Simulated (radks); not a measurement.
Problem. Pt, 78 electrons, occupied as [Xe] 4f14 5d9 6s1. Method: scalar-relativistic Kohn-Sham, BLYP, spin-polarised, spherical densities, finite nucleus; open shells are filled with parallel spins first (spin-orbit coupling, left out, can overturn this in heavy ions); Fermi nuclear charge, rms radius 5.427 fm; computed with a radial shooting solver on a logarithmic mesh with Libxc functionals. Some entries of the table are withheld. Estimate them.

orbital  occ.  eigenvalue (eV)  <1/r> (bohr^-1)  r(max) (bohr)
1s up       1        -78404.19            93.91        0.01062
1s down     1        -78404.18            93.91        0.01062
2s up       1        -13774.63            22.01        0.06123
2s down     1        -13774.57            22.01        0.06123
2p up       3        -11942.06            19.67        0.05058
2p down     3        -11942.01            19.67        0.05058
3s up       1        -3235.310            8.160         0.1726
3s down     1        -3235.279            8.160         0.1726
3p up       3        -2701.383            7.465         0.1717
3p down     3        -2701.349            7.465         0.1717
3d up       5        -2121.203            7.032         0.1398
3d down     5        -2121.152            7.032         0.1398
4s up       1        -694.8465            3.492         0.3898
4s down     1        -694.7724            3.492         0.3898
4p up       3        -519.6746            3.158         0.4100
4p down     3        -519.6026            3.158         0.4100
4d up       5        -306.6512            2.826         0.4181
4d down     5        -306.5675            2.826         0.4181
5s up       1        -101.8927            1.418         0.8688
5s down     1        -101.4405            1.420         0.8682
4f up       7         -69.9726            2.389         0.3848
4f down     7         -69.8544            2.390         0.3848
5p up       3         -56.1507            1.199         0.9777
5p down     3         -55.5796            1.202         0.9766
5d up       5          -6.3561           0.7847            (1)
6s up       1          -5.9708           0.4366          2.380
5d down     4          -5.5684           0.7866            (2)
6s down     0          -5.2154           0.4268          2.397

Solution. 
(1) 5d up r(max) (bohr): 1.265
(2) 5d down r(max) (bohr): 1.261
